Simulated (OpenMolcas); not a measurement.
# Cl3+: the spin-orbit constant, Slater's ratio, worked from levels

```json
{"Program": "OpenMolcas 26.06", "Basis": "ANO-L-VTZP [5s4p2d1f]", "Scalar Hamiltonian": "non-relativistic, point nucleus", "Active space": "4 electrons in 4 orbitals (3s 3p)", "State averaging": "2S+1 = 3 even, 6 roots; 2S+1 = 1 even, 12 roots; 2S+1 = 5 odd, 1 root; 2S+1 = 3 odd, 9 roots; 2S+1 = 1 odd, 8 roots", "Spin-orbit coupling": "state interaction with AMFI integrals over the reference wave functions, term energies averaged over their components"}
```

Methods: CASSCF; MS-CASPT2, IPEA 0.25 Eh, imaginary shift 0.1 Eh (closed shells correlated: 2s 2p). Measured levels: Moore, Atomic Energy Levels, vol. I, NSRDS-NBS 35 (1971 reprint of NBS Circular 467, 1949).

**The spin-orbit constant.** For the Hund term 3P of p2, E(J) = (A/2) J(J+1) + constant and ζ = 2S·A = 2A. From J = 0 to J = 2 the energy changes by 3 A.

| Source | E(2) - E(0) | A | ζ |
| --- | --- | --- | --- |
| CASSCF | 1229.7 | 409.9 | 820 |
| MS-CASPT2 | 1228.7 | 409.6 | 819 |
| measured | 1341.0 | 447.0 | 894 |

All in cm-1. MS-CASPT2 is off by -8.4 % and CASSCF by -8.3 %. Both methods take the spin-orbit matrix elements from the reference wave functions, so the second can move ζ only through the term energies and any multistate remixing. Second-order mixing with other terms is absorbed into this ζ.

**Slater's ratio.** With one set of orbitals, p2 has 1D - 3P = 6 F2 and 1S - 1D = 9 F2 (F2 = F²/25), a ratio of 3/2. Term energies are centres of gravity, weighted by 2J + 1.

```tsv
Source	1D - 3P	1S - 3P	F2 from the first	Ratio
CASSCF	15979	29774	2663	0.863
MS-CASPT2	12693	30314	2116	1.388
measured	12857	31641	2143	1.461
```

Energies in cm-1. A ratio away from 3/2 shows effects beyond one configuration with one set of orbitals, and in heavier atoms second-order spin-orbit shifts. In CASSCF the valence s occupation is 1.90 in 1S against 1.97 in 1D: mixing out of s² acts most on 1S and pulls it down.

Term energies are means over components that CASPT2 splits; among the terms shown or strongly mixed into the levels shown the widest spread is 47 cm-1 (3s2 3p2 1D, MS-CASPT2). Over all roots computed the reference weight is 0.86 to 0.99 in MS-CASPT2; the roots of lowest weight are the least certain, and an intruder state may touch them. Computed and measured levels are paired by configuration, term and J; levels that our copy of the source lacks, or whose pairing is in doubt (as where it misses far off the trend of its configuration), stay unpaired and out of the deviations. Levels of configurations outside the active space are missing.
